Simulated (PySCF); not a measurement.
## Multinuclear NMR of C6H6F4O

Numbering as in the mapped SMILES `[CH3:1]/[C:2]([C:3](=[O:4])[F:5])=[C:6](\[CH3:7])[C:8]([F:9])([F:10])[F:11]` (H(Xn): hydrogen on atom n).

[PySCF 2.14: GFN2-xTB geometry; σ from GIAO-PBE0/pcSseg-1; in vacuum; single conformer; non-relativistic Hamiltonian; fast rotation and ring inversion assumed for equivalent nuclei]

Task: Where does ¹⁹F resonate?

Result: 
| atoms | environment | σ (ppm) | δ (ppm) |
| --- | --- | --- | --- |
| F5 | fluorine bonded to C | 109.8 | 47.0 |
| F9/F10/F11 | fluorine of a CF3 group | 248.7 | -63.7 |

Shieldings were converted by a linear fit to measured shifts: ¹⁹F: δ = 146.13 − 0.903σ +14.6 on sp3 carbon (rms 6.0 ppm, 223 shifts, 7.0 ppm with the 5 outliers that the fit left out vs CFCl3, solution or neat liquid). A few per cent of atoms miss by over 2 rms, more outside the fitted compound classes.

On a 400 MHz spectrometer ¹⁹F resonates near 376.4 MHz, so 1 ppm is 376.4 Hz.

Task: Predict the ¹⁷O NMR data.

Result: 
```
atoms      environment  σ (ppm)  δ (ppm)
   O4  carbonyl oxygen   -124.4    380.0
```

Shieldings were converted by a linear fit to measured shifts: ¹⁷O: δ = 266.70 − 0.911σ (rms 10.7 ppm, 155 shifts, 12.2 ppm with the 3 outliers that the fit left out vs liquid water, solution or neat liquid). Occasional misses reach two or three times the rms, and more in compound classes unlike the fitted ones.

On a 600 MHz spectrometer ¹⁷O resonates near 81.3 MHz, so 1 ppm is 81.3 Hz.
